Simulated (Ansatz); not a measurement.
Calculated with Ansatz (gas phase, PBE0-D4/def2-TZVP geometries, no zero-point term in ΔE). CBS: MP2 limit from def2 TZ/QZ plus the TZ coupled-cluster correction, frozen cores. This one scheme is used for every species, atoms too. For atomizations the MP2-based limit and the directly extrapolated one differ by several kJ/mol either way, and by 10 to 25 for some Ge, Se and Sn compounds, so smaller differences from it don't rank the levels. Functionals use def2-TZVPP. Open shells (•) are unrestricted, without spin–orbit coupling. Spin–orbit coupling would lower the free atoms: a little for C, Cl, S; strongly for Sn. def2 core potentials past Kr. For Sn outer-core shells are correlated without core-valence functions, so the limit isn't a true one: a few kJ/mol of doubt a bond, and 10 to 20 or more in all where bonds break to atoms. One conformer a species, not always the lowest.

Consider the atomization: `[CH3][Sn]([SH])([Cl])[Cl]` → C• + 2 Cl• + 4 H• + S• + Sn•.

| species | r2SCANh energy (Eh) |
| --- | --- |
| `[CH3][Sn]([SH])([Cl])[Cl]` | -1573.55055 |
| C• | -37.83336 |
| Cl• | -460.11665 |
| H• | -0.49990 |
| S• | -398.08357 |
| Sn• | -214.32041 |

(1) Work out ΔE.

Largest T1 diagnostic among the species: 0.011.

## Answers

(1) ΔE = 4 × (-0.49990) + 2 × (-460.11665) + (-37.83336) + (-398.08357) + (-214.32041) − (-1573.55055) = 1.08031 Eh = +29.40 eV. CCSD(T)/CBS gives +29.75 eV.

The D4 term adds +0.48 eV with B3LYP and +0.26 eV with PBE0; it sums over pairs of atoms, weighted by their polarisabilities, and B3LYP, whose exchange is more repulsive, gets the larger term. In def2-TZVPP, CCSD(T) changes the Hartree–Fock value by +7.34 eV (the triples alone add +0.56 eV) and MP2 by +7.79 eV; breaking electron pairs costs correlation energy, which Hartree–Fock lacks.

B3LYP here is the variant with VWN-RPA as its local correlation; programs differ in this.
